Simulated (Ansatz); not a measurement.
`CC(C)O[Si]F` + `[OH][Ge][F]` → `CC(C)[O][Ge][F]` + `O[Si]F`  (substitution at a C–O bond)

Calculated with Ansatz (gas phase, PBE0-D4/def2-TZVP geometries, no zero-point term in ΔE). CCSD(T)/CBS is the MP2 limit (def2-TZVPP, def2-QZVPP) plus CCSD(T) − MP2 in def2-TZVPP, frozen cores. This one scheme is used for every species. Functionals use def2-TZVPP. For Ge outer-core shells are correlated without core-valence functions, which leaves a few kJ/mol of doubt a bond. Scalar relativity is left out up to krypton. Each species was taken in one conformer, which may not be the lowest.

| level | ΔE (kJ/mol) |
| --- | --- |
| ωB97M-V | 6.3 |
| PBE | 7.9 |
| SCS-MP2/def2-TZVPP | 6.4 |
| CCSD/def2-TZVPP | 6.0 |

(1) What does CCSD(T)/CBS give? (An estimate is asked.)

Largest T1 diagnostic among the species: 0.015.

Results:

(1) Computed: +5.0 kJ/mol. The listed levels differ from it by 1.3, 2.9, 1.4, 1.0 kJ/mol.

In def2-TZVPP, CCSD(T) changes the Hartree–Fock value by −7.1 kJ/mol (the triples alone add −1.3 kJ/mol) and MP2 by −7.0 kJ/mol. The D4 term adds −3.7 kJ/mol with B3LYP and −1.8 kJ/mol with PBE0; it sums over pairs of atoms, weighted by their polarisabilities, and B3LYP, whose exchange is more repulsive, gets the larger term.

B3LYP here is the variant with VWN-RPA as its local correlation; programs differ in this.
